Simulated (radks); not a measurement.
Results of a calculation; reference values are marked as such.
Neutral indium inside a hard spherical wall (all orbitals vanish at R), configuration held at [Kr] 4d10 5s2 5p1 and not refilled when levels cross. Code: a radial shooting solver on a logarithmic mesh with Libxc functionals. Model: scalar-relativistic Kohn-Sham, LDA (Slater exchange, VWN5 correlation), spin-polarised, spherical densities, finite nucleus; open shells are filled with parallel spins first (spin-orbit coupling, left out, can overturn this in heavy ions); Fermi nuclear charge, rms radius 4.6156 fm. Eigenvalues in eV for spin up, with the zero of energy where the potential of the charges vanishes at infinity; a dash marks a level that is unbound or too diffuse for the functional's potential to be trusted. A positive occupied level is held by the wall or, in an anion where self-interaction has pushed it up, behind a barrier. The pressure on the wall is -dE/dV.

R (bohr)	E (hartree)	kinetic (hartree)	e(4p)	e(4d)	e(5s)	e(5p)	e(6s, empty)	e(5d, empty)	pressure (GPa)
free	-5876.33075	6122.962	-78.021	-18.713	-8.671	-2.906	-0.392	-	0
20	-5876.33075	6122.962	-78.021	-18.713	-8.671	-2.906	-0.371	0.610	< 0.0001
10	-5876.32979	6122.970	-77.933	-18.627	-8.604	-2.826	0.703	1.872	0.0204
8	-5876.32470	6123.001	-77.673	-18.372	-8.409	-2.551	2.543	3.177	0.209
7	-5876.31482	6123.056	-77.334	-18.041	-8.149	-2.149	4.672	4.490	0.754
6	-5876.28635	6123.200	-76.644	-17.373	-7.578	-1.250	8.783	6.830	3.07
5	-5876.19616	6123.613	-75.200	-15.990	-6.179	0.888	17.362	11.434	14.6
3	-5874.32638	6130.919	-62.931	-4.260	12.296	25.458	94.385	50.558	857
